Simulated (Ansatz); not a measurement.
Cost and result for the atomization energy of ClGaH$_{2}$O (`[OH][GaH][Cl]`) (5 atoms, 4 bonds).

Charge 0, multiplicity 1. Correlated methods include outer-core shells of Ga, which these sets cover unevenly. Scalar relativity is left out up to krypton. All single points use the PBE0-D4/def2-TZVP geometry. It is one conformer, not always the lowest. Program: Ansatz. All runs use 2 threads of a server CPU on a shared host. Times are those of one run each, without the atoms' runs, and a repeat can differ threefold. Electronic energies, without spin–orbit coupling; frozen cores. CCSD(T)/CBS adds CCSD(T) − MP2 in def2-TZVPP to the MP2 limit, and its time is that of the two runs behind it. T1 = 0.013. With those shells the extrapolation isn't a true limit. HSE06 is the plane-wave form, built on full-range PBE exchange.

CCSD(T)/CBS is a level of theory with its own doubt, some kJ/mol a heavy atom from the limit and from the frozen cores, so smaller differences don't rank the functionals.

| level | functions | wall time | atomization (kcal/mol) | difference from CCSD(T)/CBS | per bond |
| --- | --- | --- | --- | --- | --- |
| revPBE-D4/def2-TZVPP | 149 | 1.2 s | 348.0 | -12.4 | -3.1 |
| BLYP-D4/def2-TZVPP | 149 | 1.2 s | 349.6 | -10.8 | -2.7 |
| CCSD(T)/def2-SVP | 74 | 1.6 s | 332.8 | -27.6 | -6.9 |
| PBE-D4/def2-TZVPP (with forces) | 149 | 1.6 s | 359.3 | -1.1 | -0.3 |
| BHLYP-D4/def2-TZVPP | 149 | 2 s | 338.4 | -22.0 | -5.5 |
| HSE06-D4/def2-TZVPP | 149 | 2.1 s | 351.9 | -8.5 | -2.1 |
| CAM-B3LYP-D4/def2-TZVPP | 149 | 2.1 s | 354.2 | -6.2 | -1.6 |
| PBE-QIDH/def2-TZVPP | 149 | 3 s | 354.8 | -5.6 | -1.4 |
| B97M-V/def2-TZVPP | 149 | 4.3 s | 359.3 | -1.1 | -0.3 |
| ωB97M-V/def2-TZVPP (with forces) | 149 | 6 s | 356.2 | -4.2 | -1.1 |
| MP2/def2-QZVPP | 276 | 9 s | 368.4 | 8.0 | 2.0 |
| CCSD(T)/def2-TZVPP | 149 | 15 s | 351.5 | -8.9 | -2.2 |
| CCSD(T)/CBS(def2) | – | 24 s | 360.4 | 0.0 | 0.0 |

The D4 term adds +3.4 kcal/mol with B3LYP and +1.8 kcal/mol with PBE0; it sums over pairs of atoms, weighted by their polarisabilities, and B3LYP, whose exchange is more repulsive, gets the larger term. Leaving LDA and LC-ωPBE aside and taking each functional with its dispersion term where it has one, the values, not all of them listed here, spread over 21.2 kcal/mol, from BHLYP-D4 to r2SCAN-D4. LDA lies +55.0 kcal/mol from PBE without D4, its usual overbinding. At CCSD(T), def2-SVP lies −27.6 kcal/mol from the extrapolated value and def2-TZVPP −8.9 kcal/mol: correlation converges slowly with the basis, and small sets miss more of it in the bonded molecule than in its fragments.

B3LYP here is the variant with VWN-RPA as its local correlation; programs differ in this.
